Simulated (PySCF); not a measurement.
`C1C[C@H](C2CC2)[NH2+]1` (charge +1). Structure optimised with GFN2-xTB, isolated species.

```
atom  x, y, z in Å
C1    -2.2728    0.0034   -0.2303
C2    -1.3484    1.0359    0.4206
C3    -0.2431   -0.0344    0.4608
C4     0.9494    0.1908   -0.4118
C5     2.2312    0.6714    0.2147
C6     2.1361   -0.7295   -0.2884
N7    -1.2147   -1.0479   -0.1365
H8    -2.5502    0.2167   -1.2606
H9    -3.1664   -0.2500    0.3358
H10   -1.6730    1.3851    1.3957
H11   -1.1096    1.8958   -0.1981
H12    0.0623   -0.3377    1.4630
H13    0.7113    0.5743   -1.3965
H14    2.8220    1.3812   -0.3401
H15    2.2440    0.8366    1.2800
H16    2.0917   -1.5295    0.4350
H17    2.6686   -0.9905   -1.1885
H18   -1.4503   -1.8355    0.4722
H19   -0.8980   -1.4269   -1.0345
```

(1) How far are the heavy atoms from their best plane (unweighted least squares)?

(2) What is the longest distance between nuclei?

(3) Work out the bond lengths C1–H9, C3–C4, C4–C5, C5–H14, N7–H18 in Å.

(4) How far apart are these pairs, which share no bond: C1···H14, N7···H9, N7···H15, H10···H12, H14···H16?

(5) Give the dihedral angles H9–C1–C2–H10, C6–C4–C5–H14, H10–C2–C3–C4, H12–C3–C4–C6, H8–C1–N7–H18, C2–C3–N7–C1.

(6) What are the angles C1–C2–H11, C4–C3–N7, C4–C6–H17, C3–N7–H18, C1–N7–H18, C1–N7–C3?

(7) Where is the centre of mass (commonest isotopes), and what is the radius of gyration?

(8) What is the repulsion energy of the bare nuclei, Σ ZA·ZB/RAB?

(9) Write the matrix of distances between heavy atoms (Å, lower triangle).

Answers

(1) 0.263 Å rms; C1 0.28, C2 0.06, C3 0.44, C4 0.43, C5 0.07, C6 0.00, N7 0.15 Å (magnitudes).

(2) H9···H14, 6.24 Å; the next longest distance is 6.08 Å.

(3) For C1–H9 the difference vector is (-0.8936, -0.2534, 0.5661) Å, of length 1.0878 Å. C1–H9 1.088; C3–C4 1.495; C4–C5 1.505; C5–H14 1.077; N7–H18 1.023 Å.

(4) C1···H14 5.279 Å (5 bonds apart); N7···H9 2.161 Å (2 bonds apart); N7···H15 4.186 Å (4 bonds apart); H10···H12 2.446 Å (3 bonds apart); H14···H16 3.099 Å (3 bonds apart).

(5) H9–C1–C2–H10 2° (synperiplanar); C6–C4–C5–H14 109° (anticlinal); H10–C2–C3–C4 -130° (anticlinal); H12–C3–C4–C6 38° (synclinal); H8–C1–N7–H18 -126° (anticlinal); C2–C3–N7–C1 2° (synperiplanar). Dihedral signs follow IUPAC: positive where, seen along the central bond, the front bond turns clockwise onto the rear one.

(6) From the scalar product of the two bond vectors; for C1–C2–H11 it is -0.7059 Å² over 1.5311 × 1.0859 Å², cos θ = -0.4246. C1–C2–H11 115.1°; C4–C3–N7 112.3°; C4–C6–H17 117.9°; C3–N7–H18 115.2°; C1–N7–H18 114.6°; C1–N7–C3 90.5°.

(7) Mass 98.097 u; centre at (0.002, -0.011, 0.000) Å; Rg = √(Σ m r²/M) = 1.913 Å. As Ia + Ib + Ic = 2 Σ m r², the three principal moments sum to 718.1 u·Å².

(8) 319.65 Eh over 171 pairs, with full nuclear charges and distances in bohr; the largest single term is 14.87 Eh (C1 with N7).

(9) 
```
C1    0.000
C2    1.531  0.000
C3    2.144  1.539  0.000
C4    3.233  2.586  1.495  0.000
C5    4.575  3.604  2.585  1.505  0.000
C6    4.470  3.970  2.589  1.507  1.492  0.000
N7    1.495  2.161  1.526  2.509  3.867  3.369  0.000
```

Whether it is a minimum is left open (no frequencies).

One conformer stands for the species.

The numbers are calculated, not measured.
